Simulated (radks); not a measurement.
Successive ionisation energies (eV) of one element, from differences of total energies of ions in their ground configurations, starting at charge 61: 6448.0, 7082.7, 7216.0, 7347.5, 7517.6, 7653.8, 7788.0, 8493.8, 8640.2, 19125.1, 19486.9, 19841.8. Calculated with a radial shooting solver on a logarithmic mesh with Libxc functionals: scalar-relativistic Kohn-Sham, LDA (Slater exchange, Perdew-Wang correlation), spin-polarised, spherical densities, point nucleus; open shells are filled with parallel spins first (spin-orbit coupling, left out, can overturn this in heavy ions). Which element is it?

Answer. Mercury (Z = 80). The first species listed is Hg61+ in [Ar] 3d1, the last Hg72+ in [He] 2s2 2p4.
